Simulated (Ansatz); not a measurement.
Harmonic frequencies (cm⁻¹) at PBE0-D4/def2-TZVP from Ansatz: 73, 110, 143, 153, 159, 363, 513, 549, 570, 609, 722, 775, 785, 1228, 1448, 1449, 1969, 2711, 3072, 3174, 3176.

Each molecule was computed in one conformer, which needn't be the lowest.

Question: Which molecule is it?
A. `[SeH][SnH2][SeH]`
B. `F[CH2][SnH2][SH]`
C. `[CH3][SnH]([F])[SH]`
D. `[OH][SnH]([F])[F]`

Answer: C.
